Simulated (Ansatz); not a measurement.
Program: Ansatz. Geometries: PBE0-D4/def2-TZVP. ΔE: electronic, gas phase. CCSD(T)/CBS adds triple-zeta CCSD(T) − MP2 to the extrapolated MP2 energy (def2 sets, frozen cores). Functionals use def2-TZVPP. B3LYP here is the variant with VWN-RPA as its local correlation; programs differ in this. For Ge outer-core shells are correlated without core-valence functions, which leaves a few kJ/mol of doubt a bond. Scalar relativity is left out up to krypton. One conformer a species, not always the lowest.

Reaction (redistribution): `[NH2][GeH2][SiH2]Cl` + `[CH3][AlH][NH]C[SiH3]` → `[CH3][AlH][NH][SiH2]Cl` + `[NH2][GeH2][CH2][SiH3]`

| level | ΔE (kJ/mol) | difference from CCSD(T)/CBS |
| --- | --- | --- |
| PBE-D4 | -132.9 | 29.0 |
| r2SCAN-D4 | -152.9 | 9.0 |
| PBE0-D4 | -143.7 | 18.2 |
| ωB97X-V | -152.8 | 9.1 |
| B2PLYP | -155.6 | 6.3 |
| PBE | -130.9 | 31.0 |
| r2SCAN | -152.5 | 9.4 |
| PBE0 | -142.1 | 19.8 |
| B3LYP | -143.7 | 18.2 |
| MP2/def2-TZVPP | -173.1 | -11.2 |
| SCS-MP2/def2-TZVPP | -168.3 | -6.4 |
| CCSD/def2-TZVPP | -162.4 | -0.5 |
| CCSD(T)/def2-TZVPP | -161.7 | 0.2 |
| HF/def2-QZVPP | -166.3 | -4.4 |
| HF/CBS(def2) | -166.4 | -4.5 |
| MP2/CBS(def2) | -173.2 | -11.3 |
| CCSD(T)/CBS | -161.9 | 0 |

Largest T1 diagnostic among the species: 0.012.

From PBE to PBE0 (25 % exact exchange), in def2-TZVPP and without D4, ΔE moves by −11.2 kJ/mol. The D4 term adds −3.3 kJ/mol with B3LYP and −1.6 kJ/mol with PBE0; it sums over pairs of atoms, weighted by their polarisabilities, and B3LYP, whose exchange is more repulsive, gets the larger term.
